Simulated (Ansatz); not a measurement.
```xyz
10

C    -1.1440   -0.8025    0.0087
C     0.2319   -0.3446   -0.4591
Ga    0.9629    1.2144    0.4822
Cl    2.9064    1.8761   -0.1959
H    -1.4900   -1.6721   -0.5573
H    -1.8965   -0.0189   -0.1115
H    -1.1418   -1.0845    1.0646
H     0.2262   -0.0898   -1.5242
H     0.9729   -1.1449   -0.3588
H     0.3720    2.0669    1.6512
```

The species carries charge 0 and has multiplicity 1.

(1) List the r2SCAN/def2-TZVPP orbital energies in eV (Ansatz 0.2.0). (Estimate.)

## Answers

(1) The calculation gave: Occupied: -10122.64, -2752.69, -1244.82, -1101.27, -1101.16, -1101.13, -273.24, -273.16, -254.06, -192.58, -192.49, -192.45, -148.41, -101.39, -101.12, -101.00, -21.39, -20.97, -20.88, -20.78, -20.77, -19.96, -19.69, -16.05, -11.65, -11.47, -10.53, -9.71, -8.97, -8.48, -7.89, -7.89, -6.85. Lowest empty: -1.89, -0.25, 0.62, 2.06, 2.44, 2.68, 3.06, 3.48.
